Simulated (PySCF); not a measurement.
C3H10GaNO (SMILES C[O][GaH][N](C)C), singlet, geometry from GFN2-xTB (such geometries of metal compounds can be far from the true shape); DF-CAMB3LYP/def2-TZVP run with PySCF.

The PySCF input:
```python
from pyscf import gto, scf, dft

mol = gto.Mole()
mol.atom = '''
    Ga   -0.46327507    0.04042109   -0.48425768
    H    -1.64808400    0.50630354   -1.31896140
    O     0.24175836   -1.33786549   -1.20830185
    C     1.11339243   -2.42743088   -1.42379130
    H     1.04383784   -3.14714951   -0.60448515
    H     0.82621987   -2.92212966   -2.35534558
    H     2.14827355   -2.08688384   -1.50824546
    N     0.00360073    0.94393294    1.05508688
    C     1.10225788    0.61061962    1.93664940
    C    -0.75846324    2.10299042    1.46657406
    H     1.82616372    1.43347787    2.00186009
    H     0.74649060    0.38820389    2.95118430
    H     1.61484928   -0.27366948    1.54610734
    H    -1.20791445    1.95379983    2.45607622
    H    -0.12929394    3.00077958    1.50674049
    H    -1.56140980    2.27253207    0.74127112
'''
mol.basis = 'def2-tzvp'
mol.verbose = 4
mol.max_memory = 1800
mol.build()

mf = dft.RKS(mol)
mf.xc = 'camb3lyp'
mf = mf.density_fit(auxbasis='def2-universal-jkfit')
mf.kernel()
```

What the program printed (banner, timings and long lists left out):

```
PySCF version 2.14.0

[INPUT] verbose = 4
[INPUT] num. atoms = 16
[INPUT] num. electrons = 74
[INPUT] charge = 0
[INPUT] spin (= nelec alpha-beta = 2S) = 0
[INPUT] symmetry False subgroup None
[INPUT] Mole.unit = angstrom
[INPUT] Symbol           X                Y                Z      unit          X                Y                Z       unit  Magmom
[INPUT]  1 Ga    -0.463275070000   0.040421090000  -0.484257680000 AA   -0.875463002639   0.076384789756  -0.915114388917 Bohr   0.0
[INPUT]  2 H     -1.648084000000   0.506303540000  -1.318961400000 AA   -3.114427390278   0.956775026498  -2.492475814873 Bohr   0.0
[INPUT]  3 O      0.241758360000  -1.337865490000  -1.208301850000 AA    0.456857088724  -2.528199367607  -2.283359572305 Bohr   0.0
[INPUT]  4 C      1.113392430000  -2.427430880000  -1.423791300000 AA    2.104006761864  -4.587179549512  -2.690575615538 Bohr   0.0
[INPUT]  5 H      1.043837840000  -3.147149510000  -0.604485150000 AA    1.972567636058  -5.947250646959  -1.142311379867 Bohr   0.0
[INPUT]  6 H      0.826219870000  -2.922129660000  -2.355345580000 AA    1.561329272974  -5.522024757868  -4.450958074905 Bohr   0.0
[INPUT]  7 H      2.148273550000  -2.086883840000  -1.508245460000 AA    4.059648650147  -3.943638911381  -2.850170848019 Bohr   0.0
[INPUT]  8 N      0.003600730000   0.943932940000   1.055086880000 AA    0.006804393549   1.783774736556   1.993825240822 Bohr   0.0
[INPUT]  9 C      1.102257880000   0.610619620000   1.936649400000 AA    2.082965511844   1.153903848086   3.659736965303 Bohr   0.0
[INPUT] 10 C     -0.758463240000   2.102990420000   1.466574060000 AA   -1.433287799150   3.974075936384   2.771423314791 Bohr   0.0
[INPUT] 11 H      1.826163720000   1.433477870000   2.001860090000 AA    3.450949289417   2.708880579925   3.782967309797 Bohr   0.0
[INPUT] 12 H      0.746490600000   0.388203890000   2.951184300000 AA    1.410662788562   0.733599032591   5.576930070116 Bohr   0.0
[INPUT] 13 H      1.614849280000  -0.273669480000   1.546107340000 AA    3.051622871651  -0.517160365852   2.921719431780 Bohr   0.0
[INPUT] 14 H     -1.207914450000   1.953799830000   2.456076220000 AA   -2.282627492405   3.692146580922   4.641311396857 Bohr   0.0
[INPUT] 15 H     -0.129293940000   3.000779580000   1.506740490000 AA   -0.244330136166   5.670651566387   2.847326866893 Bohr   0.0
[INPUT] 16 H     -1.561409800000   2.272532070000   0.741271120000 AA   -2.950636890212   4.294463221591   1.400799400850 Bohr   0.0

nuclear repulsion = 460.942085538357
number of shells = 111
number of NR pGTOs = 410
number of NR cGTOs = 263
basis = def2-tzvp
ecp = {}

******** <class 'pyscf.df.df_jk.DFRKS'> ********
method = DFRKS
initial guess = minao
damping factor = 0
level_shift factor = 0
DIIS = <class 'pyscf.scf.diis.CDIIS'>
diis_start_cycle = 1
diis_space = 8
diis_damp = 0
SCF conv_tol = 1e-09
SCF conv_tol_grad = None
SCF max_cycles = 50
direct_scf = False
XC library pyscf.dft.libxc version 7.1.2
    S. Lehtola, C. Steigemann, M. J. T. Oliveira, and M. A. L. Marques,  SoftwareX 7, 1–5 (2018)
XC functionals = camb3lyp
    T. Yanai, D. P. Tew, and N. C. Handy,  Chem. Phys. Lett. 393, 51 (2004)
radial grids:
    Treutler-Ahlrichs [JCP 102, 346 (1995); DOI:10.1063/1.469408] (M4) radial grids

becke partition: Becke, JCP 88, 2547 (1988); DOI:10.1063/1.454033
pruning grids: <function nwchem_prune>
grids dens level: 3
symmetrized grids: False
atomic radii adjust function: <function treutler_atomic_radii_adjust>
small_rho_cutoff = 0
Set gradient conv threshold to 3.16228e-05
Initial guess from minao.
tot grids = 189328
******** <class 'pyscf.df.df.DF'> ********
auxbasis = def2-universal-jkfit
Create RSH-DF object <pyscf.df.df.DF object> for omega=0.33
******** <class 'pyscf.df.df.DF'> ********
auxbasis = auxmol.basis = def2-universal-jkfit
init E= -2175.19067506637
  HOMO = -0.252320322707121  LUMO = -0.0348988382207564  gap/eV = 5.91634
cycle= 1 E= -2175.10369816193  delta_E= 0.087  |g|= 1.07  |ddm|= 2.81
  HOMO = -0.166427833924844  LUMO = 0.047546518616609  gap/eV = 5.82254
cycle= 2 E= -2174.90189752643  delta_E= 0.202  |g|= 1.59  |ddm|= 1.34
  HOMO = -0.268750908236235  LUMO = 0.0280224336043641  gap/eV = 8.07561
cycle= 3 E= -2175.26420649392  delta_E= -0.362  |g|= 0.128  |ddm|= 0.841
  HOMO = -0.280142081791991  LUMO = 0.0299292065792363  gap/eV = 8.43747
cycle= 4 E= -2175.26613395128  delta_E= -0.00193  |g|= 0.0776  |ddm|= 0.104
  HOMO = -0.275244480387087  LUMO = 0.0299927832538719  gap/eV = 8.30593
cycle= 5 E= -2175.26699426618  delta_E= -0.00086  |g|= 0.0122  |ddm|= 0.0433
  HOMO = -0.276793000483472  LUMO = 0.0300987692606268  gap/eV = 8.35095
cycle= 6 E= -2175.26702109061  delta_E= -2.68e-05  |g|= 0.00471  |ddm|= 0.00989
  HOMO = -0.276051686170675  LUMO = 0.0303023060889455  gap/eV = 8.33632
cycle= 7 E= -2175.26702588703  delta_E= -4.8e-06  |g|= 0.00131  |ddm|= 0.00395
  HOMO = -0.276236688275901  LUMO = 0.0302308271359405  gap/eV = 8.33941
cycle= 8 E= -2175.26702629677  delta_E= -4.1e-07  |g|= 0.000416  |ddm|= 0.00139
  HOMO = -0.276207975655673  LUMO = 0.0302438899570753  gap/eV = 8.33898
cycle= 9 E= -2175.26702634834  delta_E= -5.16e-08  |g|= 0.000136  |ddm|= 0.000429
  HOMO = -0.276220386040933  LUMO = 0.0302521560613934  gap/eV = 8.33954
cycle= 10 E= -2175.26702635612  delta_E= -7.78e-09  |g|= 2.56e-05  |ddm|= 0.000214
  HOMO = -0.276222102606447  LUMO = 0.0302495368192051  gap/eV = 8.33952
cycle= 11 E= -2175.26702635652  delta_E= -3.96e-10  |g|= 9.09e-06  |ddm|= 5.16e-05
  HOMO = -0.276222568211246  LUMO = 0.0302501859022888  gap/eV = 8.33955
Extra cycle  E= -2175.26702635654  delta_E= -2.27e-11  |g|= 9.84e-06  |ddm|= 1.39e-05
converged SCF energy = -2175.26702635654
```
